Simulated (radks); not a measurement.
Task: The mean radii <r> (bohr) of the occupied orbitals of an atom or ion are listed with their occupations. Method: scalar-relativistic Kohn-Sham, PBE, spin-unpolarised, spherical densities, finite nucleus; Fermi nuclear charge, rms radius of each element as measured or else 0.836 A^(1/3) + 0.57 fm; computed with a radial shooting solver on a logarithmic mesh with Libxc functionals.

orbital  occ.      <r>
1s          2  0.02318
2s          2  0.09897
2p          6  0.08711
3s          2   0.2605
3p          6   0.2588
3d         10   0.2362
4s          2   0.5902
4p          6   0.6233
4d         10   0.6767
5s          2    1.313
5p          3    1.450
4f          3   0.8247

Name the element and its charge.

Result: Z = 61, promethium, charge +7: Pm7+ in [Kr] 4d10 4f3 5s2 5p3. The 1s radius gives Z: for a bare nucleus <r> = (2 gamma + 1)/(2Z) with gamma = sqrt(1 - (Z/c)^2), 0.02288 bohr for Z = 61, and screening makes it slightly larger (0.02318 here). The occupations add up to 54, and the charge is Z minus that.
